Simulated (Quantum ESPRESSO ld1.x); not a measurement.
Kr2+, 34 electrons, occupied as [Ar] 3d10 4s2 4p2 5s2 (not the ground configuration). Calculated with ld1.x of Quantum ESPRESSO 7.5: Dirac Kohn-Sham, relativistic LDA (MacDonald-Vosko exchange, VWN5 correlation), spin-unpolarised, spherical densities, point nucleus; open shells are shared between the two j in proportion to 2j + 1.

Spin-orbit splittings of the eigenvalues, e(l+1/2) - e(l-1/2), with zeta = 2 splitting/(2l+1) and mean radii in bohr:

| shell | occ. | splitting (eV) | zeta (eV) | <r> j=l-1/2 | <r> j=l+1/2 |
|---|---|---|---|---|---|
| 2p | 6 | 53.45 | 35.63 | 0.1576 | 0.1616 |
| 3p | 6 | 7.906 | 5.271 | 0.5338 | 0.5443 |
| 3d | 10 | 1.312 | 0.5248 | 0.5508 | 0.5546 |
| 4p | 2 | 0.9559 | 0.6373 | 1.617 | 1.644 |
| 4d | 0 | 0.09012 | 0.03605 | 2.313 | 2.324 |
| 4f | 0 | 0.0004708 | 0.0001345 | 4.672 | 4.673 |
| 5p | 0 | 0.1901 | 0.1268 | 3.920 | 3.965 |
